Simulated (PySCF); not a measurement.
First SCF of a structure search on triplet WH4, at a hand-made see-saw geometry. PySCF input:

```python
from pyscf import gto, scf, dft
mol = gto.M(atom='''
W      0.000000     0.000000     0.000000
H      0.000000     1.683600     0.147300
H     -0.000000    -1.683600     0.147300
H      1.331700     0.000000     1.040500
H     -1.331700     0.000000     1.040500''',
    basis={'W': 'x2c-TZVPall', 'H': 'x2c-TZVPall'},
    nucmod='G',
    charge=0, spin=2)
mf = dft.UKS(mol, xc='PBE0')
mf.grids.atom_grid = (50, 194)
aux = {'W': 'AutoAux', 'H': 'AutoAux'}  # AutoAux: made from the orbital basis by basis_set_exchange (get_aux=1)
mf = mf.density_fit(auxbasis=aux).sfx2c1e()
mf.conv_tol = 1e-08
mf.diis_space = 10
mf.max_cycle = 60
mf.init_guess = 'minao'
mf.verbose = 4
mf.kernel()
```

Excerpt of the output (cycles alone):

```
init E= -16144.9799391417
cycle= 1 E= -16144.8219519337  delta_E= 0.158  |g|= 1.36  |ddm|= 1.49
cycle= 2 E= -16141.1662809533  delta_E= 3.66  |g|= 3.34  |ddm|= 3.34
cycle= 3 E= -16145.626613778  delta_E= -4.46  |g|= 0.174  |ddm|= 2.47
cycle= 4 E= -16145.6413051204  delta_E= -0.0147  |g|= 0.0388  |ddm|= 0.227
cycle= 5 E= -16145.6421441143  delta_E= -0.000839  |g|= 0.0181  |ddm|= 0.0508
cycle= 6 E= -16145.6423603247  delta_E= -0.000216  |g|= 0.00559  |ddm|= 0.0211
cycle= 7 E= -16145.6424374541  delta_E= -7.71e-05  |g|= 0.00306  |ddm|= 0.016
cycle= 8 E= -16145.642463695  delta_E= -2.62e-05  |g|= 0.000973  |ddm|= 0.0111
cycle= 9 E= -16145.6424678189  delta_E= -4.12e-06  |g|= 0.000148  |ddm|= 0.00594
cycle= 10 E= -16145.6424678805  delta_E= -6.17e-08  |g|= 3.66e-05  |ddm|= 0.000683
cycle= 11 E= -16145.6424678837  delta_E= -3.19e-09  |g|= 1.21e-05  |ddm|= 0.000128
Extra cycle  E= -16145.6424678842  delta_E= -4.44e-10  |g|= 7.54e-06  |ddm|= 3.55e-05
converged SCF energy = -16145.6424678842  <S^2> = 2.0188065  2S+1 = 3.0125116
```

This is not the lowest solution: another start and a stability analysis within the same unrestricted form found one 44.3 kJ/mol lower, at -16145.65932 Eh.

Other spin states or occupations of the open shell can lie lower. With an element this heavy the missing spin–orbit coupling can shift these numbers.

The search for the lowest solution, 3 starts and the stability check together, took 36 s on 2 threads of a shared Arm Neoverse V1 host, with 105 basis functions; the process peaked at 0.69 GiB.
